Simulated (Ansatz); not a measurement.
C$_{7}$H$_{14}$O, SMILES `CCCCC(=O)CC`, relaxed with RKS PBE0-D4/def2-TZVP in the Gaussian-basis code of Ansatz from a PBE-D4/def2-SVP geometry. The force threshold is 0.005 eV/Å; the program also tests the step.

Total charge 0; spin multiplicity 1.

Start:

```xyz
22

C     1.176   -3.115    0.230
C     0.638   -1.902   -0.532
C     1.161   -0.570    0.016
C     0.644    0.671   -0.741
C    -0.868    0.825   -0.624
O    -1.623    0.488   -1.525
C    -1.403    1.439    0.668
C    -1.520    2.967    0.533
H     0.787   -4.065   -0.188
H     2.284   -3.160    0.189
H     0.887   -3.080    1.301
H     0.906   -1.981   -1.608
H    -0.474   -1.905   -0.508
H     2.273   -0.566   -0.024
H     0.903   -0.486    1.096
H     1.140    1.579   -0.334
H     0.891    0.589   -1.818
H    -0.742    1.184    1.523
H    -2.404    1.001    0.856
H    -0.534    3.439    0.339
H    -2.194    3.231   -0.306
H    -1.930    3.417    1.458
```

```csv
step,energy (eV),largest force (eV/Å),largest move (Å)
1,-9527.3424,1.287,0.000
2,-9527.4284,0.171,0.040
3,-9527.4354,0.047,0.014
4,-9527.4356,0.021,0.005
5,-9527.4356,0.009,0.004
6,-9527.4357,0.016,0.008
7,-9527.4357,0.029,0.015
8,-9527.4358,0.028,0.021
9,-9527.4358,0.025,0.024
10,-9527.4359,0.021,0.018
11,-9527.4359,0.012,0.009
12 (rejected),-9527.4359,0.043,0.009
13,-9527.4359,0.001,0.004
```

End:

```xyz
22

C     1.148   -3.066    0.253
C     0.608   -1.870   -0.511
C     1.158   -0.552    0.010
C     0.658    0.671   -0.763
C    -0.838    0.838   -0.656
O    -1.577    0.566   -1.571
C    -1.379    1.388    0.644
C    -1.511    2.907    0.550
H     0.746   -4.003   -0.136
H     2.239   -3.118    0.186
H     0.886   -3.008    1.314
H     0.853   -1.965   -1.574
H    -0.486   -1.861   -0.459
H     2.252   -0.568   -0.043
H     0.911   -0.447    1.073
H     1.145    1.569   -0.368
H     0.911    0.577   -1.822
H    -0.723    1.122    1.477
H    -2.360    0.939    0.816
H    -0.544    3.383    0.369
H    -2.182    3.181   -0.266
H    -1.915    3.317    1.478
```

Run time 28 s (2 threads of an AMD EPYC 7R13 on a shared host and a share of an NVIDIA H100 80 GB); peak host memory 0.92 GiB.
